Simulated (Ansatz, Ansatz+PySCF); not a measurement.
```xyz
3

Si    0.0000    0.2668   -1.6498
C     0.0000   -0.5336    0.0000
Si    0.0000    0.2668    1.6498
```

Basis set: def2-SVP (spherical functions). Correlated methods keep 11 orbitals frozen. Charge 0, multiplicity 1.

Computed with Ansatz (development build ahead of 0.2.0); each method stands on the lowest determinant of its kind that the runs found. Restricted open shells among the atoms or ions are ROHF, correlated in semicanonical orbitals with singles.

The atomization energy at this shape (free ground-state atoms in the same class of orbitals less the molecule, no zero-point energy) of singlet Si₂C:

| method | atomization energy |
| --- | --- |
| RHF-MP2 | 10.17 eV |
| UHF-MP2 | 10.07 eV |
| RHF | 6.22 eV |
| UHF | 5.93 eV |

What does RHF-CCSD(T) give?

9.70 eV. Caution: the shape is not the minimum.
